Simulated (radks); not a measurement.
Isoelectronic series with 6 electrons, all held in the configuration [He] 2s2 2p2, which need not be the ground one along the series. Calculated with a radial shooting solver on a logarithmic mesh with Libxc functionals: scalar-relativistic Kohn-Sham, PBE, spin-polarised, spherical densities, point nucleus; open shells are filled with parallel spins first. Total energies (hartree) and orbital eigenvalues (eV) (* marks an orbital that is empty in some or all of the ions):

ion,E (hartree),2p down*,2p up,2s down,2s up
C,-37.81029,-3.6080,-6.0954,-11.8820,-14.6416
O2+,-73.25079,-40.3078,-45.0849,-55.4189,-60.1297
Ne4+,-120.76963,-104.9815,-111.9988,-127.0077,-133.5630
Mg6+,-180.38062,-197.1561,-206.4069,-226.2033,-234.5716
Si8+,-252.11718,-316.7415,-328.2247,-352.9761,-363.1455
S10+,-336.02369,-463.7343,-477.4505,-507.3977,-519.3643
Ar12+,-432.15362,-638.1668,-654.1177,-689.5885,-703.3528
Ca14+,-540.56909,-840.0932,-858.2808,-899.7035,-915.2685
Ti16+,-661.34083,-1069.583,-1090.010,-1137.927,-1155.297
Cr18+,-794.54828,-1326.719,-1349.388,-1404.470,-1423.653
